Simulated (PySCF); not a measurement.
Indium: highly charged ions in a basis for the neutral atom

In(15+) [Ar] 3d10 4s2 4p4, In(16+) [Ar] 3d10 4s2 4p3. Calculation: PySCF 2.14, in cc-pVTZ-PP with ECP28MDF (5s4p3d1f, 39 functions); scalar relativity through the core potential. No spin-orbit coupling, so a gap to NIST mixes the basis error with missing relativistic terms.

Changed run: basis of the neutral atom used for a highly charged ion. This setting is unsound on purpose.

| species | method | sound run (hartree) | changed run (hartree) | converged |
| --- | --- | --- | --- | --- |
| In(15+) | UHF | not run | -106.39168 | yes |
| In(15+) | MN15 | not run | -106.51404 | yes |
| In(15+) | TPSS | not run | -106.69715 | yes |
| In(16+) | UHF | not run | -91.84349 | yes |
| In(16+) | MN15 | not run | -91.88358 | yes |
| In(16+) | TPSS | not run | -92.07634 | yes |

Ionisation energy of In(15+):

| method | changed run (eV) | NIST (eV) |
| --- | --- | --- |
| UHF | 395.88 | 396 ± 3 |
| MN15 | 398.12 | 396 ± 3 |
| TPSS | 397.85 | 396 ± 3 |

The contracted functions were made for the neutral atom and can be too rigid for a highly charged ion.
